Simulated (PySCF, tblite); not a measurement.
Compound: C₄H₁₁F₂NSi.
Cartesian coordinates in Å at the GFN2-xTB level; atoms count from 1:
```
atom  x, y, z in Å
C1    -1.1890    1.1744   -0.6924
C2    -0.8203    0.2908    0.4934
C3    -1.8729   -0.7773    0.6733
F4    -1.8317   -1.7106   -0.3182
F5    -1.6810   -1.4714    1.8258
Si6    0.9270   -0.4951    0.3359
C7     2.2472    0.8647    0.3370
N8     0.9804   -1.2143   -1.2271
H9    -2.1755    1.6201   -0.5596
H10   -1.1930    0.5904   -1.6091
H11   -0.4619    1.9741   -0.7991
H12   -0.8589    0.8890    1.4075
H13   -2.9050   -0.3883    0.6953
H14    1.1166   -1.3726    1.5037
H15    2.1674    1.5022   -0.5370
H16    2.1792    1.4931    1.2182
H17    3.2373    0.4226    0.3282
H18    0.2557   -1.8631   -1.4926
H19    1.8687   -1.5195   -1.5904
```

Method: PBE0/pcSseg-1 in PySCF (dipole) on a GFN2-xTB geometry, gas phase.

Masses are those of the commonest isotopes; rigid-rotor values at the optimised geometry. The values belong to one conformer with, in the numbering `[CH3:1][C@@H:2]([CH:3]([F:4])[F:5])[Si@H:6]([CH3:7])[NH2:8]`, C1–C2–C3–F4 71°, C1–C2–Si6–C7 64°, C2–Si6–N8–H -53° and 168°.

(1) What are A, B and C (cm⁻¹)?

(2) Classify the top.

(3) Is it planar, by Δ = Ic − Ia − Ib?

(4) Where do the levels up to J = 2 lie, in K?

(5) Predict some low-J microwave lines.

## Answers

(1) Ia = 218.37, Ib = 452.19, Ic = 464.13 u·Å²; 505379 MHz·u·Å²/I gives 2314, 1118 and 1089 MHz, that is A = 0.07720, B = 0.03728, C = 0.03632 cm⁻¹.

(2) A near-prolate asymmetric top; Ray's κ = -0.953.

(3) Not planar: Δ = Ic − Ia − Ib = -206.43 u·Å². For a rigid frame Δ = −2 Σ m c², so Σ m c² = 103.21 u·Å² lies off the ab plane: 16.77 from hydrogen and 86.45 from heavier atoms. The atom farthest from that plane is 1.79 Å away.

(4) Above 0(0,0), as E/k:
J = 1: 1(0,1) 0.106, 1(1,1) 0.163, 1(1,0) 0.165
J = 2: 2(0,2) 0.318, 2(1,2) 0.374, 2(1,1) 0.378, 2(2,1) 0.550, 2(2,0) 0.550

(5) The dipole components are |μa| = 1.10 D, |μb| = 1.10 D, |μc| = 0.44 D. The squared components, which scale the intensities, stand as 1.00 : 0.99 : 0.16 (a : b : c). Some lines, for components of 0.1 D or more:

| type | branch | J(Ka,Kc) | MHz | lower level (cm⁻¹) |
| --- | --- | --- | --- | --- |
| b | Q | 5(1,4) ← 5(0,5) | 1441 | 1.103 |
| b | Q | 5(2,3) ← 5(1,4) | 3437 | 1.151 |
| c | Q | 4(2,3) ← 4(1,3) | 3490 | 0.781 |
| b | R | 5(2,3) ← 4(3,2) | 4992 | 1.100 |
| b | R | 4(1,3) ← 3(2,2) | 5335 | 0.603 |
| b | Q | 5(3,2) ← 5(2,3) | 6042 | 1.266 |
| a | R | 3(1,2) ← 2(1,1) | 6662 | 0.263 |
| b | R | 2(2,1) ← 1(1,0) | 8032 | 0.114 |
| c | Q | 4(4,1) ← 4(3,1) | 8476 | 1.100 |
| a | R | 4(1,4) ← 3(1,3) | 8767 | 0.479 |
| a | R | 4(3,2) ← 3(3,1) | 8827 | 0.805 |
| b | R | 3(2,1) ← 2(1,2) | 10298 | 0.260 |
| a | R | 5(1,5) ← 4(1,4) | 10958 | 0.772 |
| a | R | 5(1,4) ← 4(1,3) | 11102 | 0.781 |
| b | R | 4(3,2) ← 3(2,1) | 14880 | 0.603 |
| b | R | 5(3,3) ← 4(2,2) | 17083 | 0.898 |
| b | R | 4(4,0) ← 3(3,1) | 17303 | 0.805 |

Its GFN2-xTB frequencies are all real (lowest 39 cm⁻¹). Zero-point vibration and centrifugal distortion are left out. A rigid rotor knows nothing of inversion at nitrogen or internal rotation, which can split or shift real lines. Quadrupole hyperfine structure (14N) is left out.
